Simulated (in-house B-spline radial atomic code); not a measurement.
Values are calculated unless marked as measured or tabulated.
What the choice of pseudopotential does to G0W0 on PBE0: Hg

All numbers come from a B-spline radial code for spherical atoms, non-relativistic (model numbers for so heavy an element), configuration [Xe] 4f14 5d10 6s2, open shells at high spin. Semilocal Troullier-Martins pseudo-atoms, one channel per l, are made with PBE or LDA for several valence sets and radii, with or without a model core, and set against the all-electron atom. One channel fits only the lowest state of its l, so a second state of that l is approximate. All electrons give 6s: PBE0 -5.937 eV, G0W0 -8.529 eV, 5d: PBE0 -14.167 eV, G0W0 -17.647 eV. Potentials are made in the ion's own configuration unless the neutral atom is named, and a smooth local potential serves every l without a channel. Potentials that miss their own reference levels by more than 6 millihartree, or need radii over 3.5 bohr, are left out. Columns give pseudo minus all-electron, in eV; a dash marks a level in the core or of low weight.

```
       valence  made with                 radii (bohr)  model core (bohr)  6s PBE0  6s G0W0  5d PBE0  5d G0W0
            6s        PBE                s 2.03 p 2.77               none    -0.07    +0.20        -        -
            6s        PBE                s 3.30 p 3.40               none    -0.08    +0.24        -        -
            6s        PBE                s 3.30 p 3.40               2.50    +0.22    +0.62        -        -
         5d 6s        PBE         s 2.03 p 2.77 d 0.92               none    -0.16    -0.47    +0.84    +2.14
         5d 6s        PBE         s 2.28 p 3.12 d 1.04               none    -0.16    -0.47    +0.84    +2.19
         5d 6s        PBE         s 2.54 p 3.40 d 1.15               none    -0.17    -0.47    +0.84    +2.25
         5d 6s        PBE         s 3.30 p 3.40 d 1.50               none    -0.17    -0.51    +0.85    +2.44
         5d 6s        PBE         s 2.54 p 3.40 d 1.15               1.02    -0.23    -0.56    +1.22    +2.65
      5p 5d 6s        PBE         s 2.92 p 1.11 d 1.32               none    -0.26    -0.86    +0.46    +0.89
      5p 5d 6s        LDA         s 2.25 p 0.87 d 1.04               0.77    -0.28    -0.85    +0.50    +0.79
      5p 5d 6s        PBE         s 3.30 p 1.26 d 1.50               0.77    -0.30    -1.00    +0.54    +1.07
   5s 5p 5d 6s        PBE         s 1.04 p 1.11 d 1.32               0.74    -0.06    -0.08    -0.07    -0.12
5s 5p 4f 5d 6s        PBE  s 0.91 p 0.97 d 1.15 f 1.23               none    -0.10    -0.11    -0.14    -0.56
5s 5p 4f 5d 6s        PBE  s 1.04 p 1.11 d 1.32 f 1.41               0.56    -0.04    -0.02        -        -
```

How does the G0W0 shift of 6s, which all sets hold, depend on the valence set?

Mean size: 5s 5p 4f 5d 6s: 0.07 eV; 5s 5p 5d 6s: 0.08 eV; 6s: 0.36 eV; 5d 6s: 0.50 eV; 5p 5d 6s: 0.90 eV. A semicore state feels strong exchange with the other subshells of its n, so the gain is largest when that whole shell is in the valence. A larger valence set can do worse when it takes only part of a shell, whose exchange with the frozen rest is then left to the functional. The means mix radii and the functional used in making the potentials.
